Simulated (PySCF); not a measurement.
**Simulated absorption spectrum**

Species: C₃H₁₂N₂Si₂.
SMILES with atom numbers: `[NH2:1][SiH:2]([NH2:3])[CH:4]1[CH2:5][SiH2:6][CH2:7]1` (hydrogens: H8, H9 on N1; H10 on Si2; H11, H12 on N3; H13 on C4; H14, H15 on C5; H16, H17 on Si6; H18, H19 on C7)

Method: PySCF, TDDFT CAM-B3LYP/def2-SVPD, vertical, gas phase, core orbitals frozen in the response. Geometry: GFN2-xTB, one conformer, isolated molecule. Torsions of this conformer, `[NH2:1][SiH:2]([NH2:3])[CH:4]1[CH2:5][SiH2:6][CH2:7]1`: N1–Si2–C4–C5 176°, H–N1–Si2–N3 -51°, H–N1–Si2–N3 176°, H–N3–Si2–N1 -174°, H–N3–Si2–N1 -40°.

Each state is given a Gaussian of 0.25 eV full width at half maximum, with ε(max) = 2.175×10⁸ f / Δν̃ (Δν̃ the width in cm⁻¹). The width is an assumption, not a result. The curve ends short of the highest state used, and states not computed would add to its high-energy end.

| λ (nm) | ε (L mol⁻¹ cm⁻¹) |
| --- | --- |
| 178.9 | 823 |
| 180.1 | 1001 |
| 181.3 | 1508 |
| 182.5 | 2147 |
| 183.8 | 2770 |
| 185.0 | 3166 |
| 186.2 | 3411 |
| 187.4 | 3585 |
| 188.7 | 3695 |
| 189.9 | 3613 |
| 191.1 | 3254 |
| 192.3 | 2646 |
| 193.6 | 1895 |
| 194.8 | 1326 |
| 196.0 | 1005 |
| 197.2 | 945 |
| 198.5 | 1080 |
| 199.7 | 1256 |
| 200.9 | 1361 |
| 202.1 | 1330 |
| 203.4 | 1144 |
| 204.6 | 887 |
| 205.8 | 617 |
| 207.1 | 370 |
| 208.3 | 208 |
| 209.5 | 106 |
| 210.7 | 49 |
| 212.0 | 19 |
| 213.2 | 7 |
| 214.4 | 3 |

Q: Locate the maxima and give the states behind the curve.

A: 201 nm (6.16 eV), ε about 1400, made up of S1 (99%); 189 nm (6.56 eV), ε about 3700, made up of S2 (77%) and S3 (23%) (ε in L mol⁻¹ cm⁻¹; maxima over ε = 5, shares over 10%). At its high-energy end, 6.93 eV, the curve is still rising (ε about 820, from S3, S4, S5 and S6). The states used: S1 6.16 eV (f 0.013); S2 6.52 eV (f 0.029); S3 6.72 eV (f 0.023); S4 6.88 eV (f 0.0015); S5 7.19 eV (f 0.044); S6 7.24 eV (f 0.069); S7 7.46 eV (f 0.024); S8 7.53 eV (f 0.026).

Q: What would ε be at 6.56 eV, the highest of these maxima, with half the width (0.125 eV)?

A: About 4580 L mol⁻¹ cm⁻¹ against 3700, a factor of about 1.2; a lone state at its own centre would give exactly 2.

Q: Coming from long wavelengths, where does ε first pass 100 L mol⁻¹ cm⁻¹?

A: At about 210 nm (5.92 eV), 0.24 eV below S1.

Q: On this curve, what absorbance would a 10⁻³ mol/L sample give at 193 nm over a 1 cm path?

A: 193 nm is 6.424 eV, where ε is about 2200 L mol⁻¹ cm⁻¹, so A = ε c l ≈ 2.2 (Beer–Lambert, with the gas-phase spectrum and the assumed width).

Hardware: one thread of an Arm Neoverse N1 (shared host). Cost: 1.9 min, 1.1 GiB resident at most.

Without π bonds the low states are Rydberg-like; a valence basis with one diffuse set may place them up to an eV too high.
